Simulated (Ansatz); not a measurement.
BeH4Si (SMILES [BeH][SiH3]) moved off its minimum; all values from Ansatz (a program for electronic structure), cores frozen in correlated methods.
(charge 0, multiplicity 1)
```xyz
6

Be    -1.4778    -0.8170    -0.2222
H     -2.7001    -1.4644    -0.2959
Si     0.3955     0.2083     0.0928
H      0.9446     0.0030     1.4141
H      0.3263     1.7310    -0.0907
H      1.3829    -0.1717    -0.9747
```

```csv
level,largest force (eV/Å),on atom,rms difference from CCSD(T)/aug-cc-pV(T+d)Z (eV/Å),dipole (D)
HF/def2-TZVPP,1.92,Si3,0.137,0.50
PBE/def2-TZVPP,1.52,Si3,0.135,0.26
r2SCAN/def2-TZVPP,1.58,Si3,0.048,0.30
B3LYP/def2-TZVPP,1.60,Si3,0.027,0.37
wB97M-V/def2-TZVPP,1.61,Si3,0.056,0.42
MP2/aug-cc-pV(T+d)Z,1.73,Si3,0.072,0.43
CCSD(T)/aug-cc-pV(T+d)Z,1.63,Si3,0.000,0.39
```

The differences count from one level among others, with limits of its own. Forces at CCSD(T)/aug-cc-pV(T+d)Z (eV/Å):

```tsv
atom	Fx	Fy	Fz
Be1	-0.963	-0.403	0.096
H2	0.622	0.300	-0.054
Si3	0.119	1.135	-1.166
H4	0.403	-0.228	0.668
H5	-0.166	-0.671	0.154
H6	-0.015	-0.133	0.302
```
